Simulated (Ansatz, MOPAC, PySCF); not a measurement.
Dimer: C2H4 (SMILES C=C) (first 6 atoms) with CH4O (SMILES CO); geometry from B3LYP-D3(BJ)/def2-TZVP, rigid monomers moved along the line of their centres of mass till C2···H12 is 2.23 Å.
(charge 0, multiplicity 1):
```
atom    x (Å)    y (Å)    z (Å)
----  -------  -------  -------
C      0.5947  -0.2668  -0.0486
C     -0.6463   0.2019  -0.0443
H      0.8193  -1.2824  -0.3511
H      1.4361   0.3478   0.2483
H     -0.8696   1.2185   0.2562
H     -1.4879  -0.4110  -0.3431
C      0.1572   0.4129   3.4889
O     -0.3078  -0.7977   2.9179
H      1.1939   0.6331   3.2075
H      0.1156   0.2956   4.5714
H     -0.4690   1.2696   3.2124
H     -0.2758  -0.7089   1.9571
```

Counterpoise-corrected where a basis set is named; no monomer relaxation. Rows marked so take none.

Cores are frozen in the correlated methods. Rows in 3-21G carry no dispersion term and start afresh at each structure. The state reached by PM7 isn't checked; PM7 holds dispersion and hydrogen-bond terms.

Codes used: Ansatz (Gaussian orbitals); MOPAC for PM7 (differences of heats of formation); PySCF for 3-21G rows. Values without a source in brackets are computed.

Problem. Give the interaction energy at the level PM7.

Solution. -30 meV

Problem. Give the interaction energy at the level B3LYP/3-21G (no counterpoise).

Solution. -145 meV

Problem. Give the interaction energy at the level CCSD(T)/aug-cc-pVDZ.

Solution. -51 meV

Ansatz is an electronic-structure program.
